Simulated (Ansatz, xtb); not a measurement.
# Relative energy of two isomers of C6H7ClO

We compare X, `CC(=O)[C@@H]1CC=C1Cl`, a singlet, with Y, `CC(=O)C1=C(Cl)CC1`, a singlet. Both are isolated molecules in the gas phase, relaxed with B3LYP-D3(BJ)/def2-SVP; each stands in its lowest conformer found.

X (Å):

```xyz
15

C     0.2017    1.6101    0.4207
C    -0.0783    0.1349    0.2420
C     0.1387   -0.7269    1.4835
C    -0.1710   -2.2533    1.3467
C    -1.2885   -2.0422    2.3597
C    -1.0195   -0.7343    2.4739
Cl   -1.6975    0.5613    3.3911
O    -0.4725   -0.3348   -0.8010
H     1.2711    1.7640    0.6422
H    -0.3625    1.9962    1.2851
H    -0.0707    2.1583   -0.4902
H     1.1102   -0.4872    1.9494
H    -0.4923   -2.5318    0.3331
H     0.6508   -2.9080    1.6791
H    -2.0203   -2.7055    2.8212
```

Y (Å):

```json
{"atom": "C", "x (Å)": "-0.7430", "y (Å)": "2.0776", "z (Å)": "-1.0170"}
{"atom": "C", "x (Å)": "0.3993", "y (Å)": "1.0849", "z (Å)": "-1.0541"}
{"atom": "C", "x (Å)": "0.5561", "y (Å)": "0.1810", "z (Å)": "0.0983"}
{"atom": "C", "x (Å)": "-0.0653", "y (Å)": "-0.0435", "z (Å)": "1.2794"}
{"atom": "C", "x (Å)": "0.8470", "y (Å)": "-1.1555", "z (Å)": "1.7289"}
{"atom": "C", "x (Å)": "1.5818", "y (Å)": "-0.9098", "z (Å)": "0.3622"}
{"atom": "Cl", "x (Å)": "-1.4277", "y (Å)": "0.6564", "z (Å)": "2.0642"}
{"atom": "O", "x (Å)": "1.1772", "y (Å)": "1.0121", "z (Å)": "-1.9883"}
{"atom": "H", "x (Å)": "-0.7350", "y (Å)": "2.6764", "z (Å)": "-1.9368"}
{"atom": "H", "x (Å)": "-1.7062", "y (Å)": "1.5522", "z (Å)": "-0.9156"}
{"atom": "H", "x (Å)": "-0.6524", "y (Å)": "2.7348", "z (Å)": "-0.1371"}
{"atom": "H", "x (Å)": "0.3644", "y (Å)": "-2.1394", "z (Å)": "1.8399"}
{"atom": "H", "x (Å)": "1.4379", "y (Å)": "-0.9378", "z (Å)": "2.6326"}
{"atom": "H", "x (Å)": "2.6198", "y (Å)": "-0.5558", "z (Å)": "0.4536"}
{"atom": "H", "x (Å)": "1.5463", "y (Å)": "-1.7569", "z (Å)": "-0.3393"}
```

**Question.** Estimate which is lower in electronic energy at CCSD(T)/def2-SVP + ΔMP2/def2-TZVPP, and by roughly how much.

**Answer.** The CCSD(T)/def2-SVP + ΔMP2/def2-TZVPP calculation puts structure Y lower, by 0.198 eV.

Level by level:

```
                             level               geometry  E(Y) − E(X) (eV)  departure from the last row (eV)  job, with rough time for the two
                          GFN2-xTB               GFN2-xTB              −0.211                            −0.013              optimisation, 0.28 s
                         HF/STO-3G               GFN2-xTB              −0.185                            +0.013               single point, 1.2 s
                r2SCAN-D4/def2-SVP               GFN2-xTB              −0.263                            −0.065               single point, 6.6 s
             B3LYP-D3(BJ)/def2-SVP  B3LYP-D3(BJ)/def2-SVP              −0.232                            −0.034             optimisation, 2.1 min
                       HF/def2-SVP  B3LYP-D3(BJ)/def2-SVP              −0.193                            +0.005           part of the CCSD(T) run
                      MP2/def2-SVP  B3LYP-D3(BJ)/def2-SVP              −0.203                            −0.005           part of the CCSD(T) run
                  CCSD(T)/def2-SVP  B3LYP-D3(BJ)/def2-SVP              −0.175                            +0.023                      single point
CCSD(T)/def2-SVP + ΔMP2/def2-TZVPP  B3LYP-D3(BJ)/def2-SVP              −0.198                                               single point, 3.2 min
```

As drawn, both hold the same kinds of bond in the same numbers.

None of the levels shown reverses the order. The largest departure from CCSD(T)/def2-SVP + ΔMP2/def2-TZVPP is that of r2SCAN-D4/def2-SVP, 0.065 eV. The last row adds to CCSD(T) the change of the MP2 difference between the two basis sets, here −0.023 eV.

With thermal terms from frequencies at re-optimised GFN2-xTB minima (ideal gas, soft modes damped towards free rotors, one conformer each, 298.15 K, 1 atm): the zero-point term adds +0.009 eV; ΔH is −0.187 and ΔG −0.189 eV.

The correlated steps freeze 12 core orbitals. Mirror images aren't counted in ΔG. Run with Ansatz 0.2.0, xtb 6.7.1; the last row on 2 threads of Intel(R) Xeon(R) Processor @ 2.70GHz on a shared host.
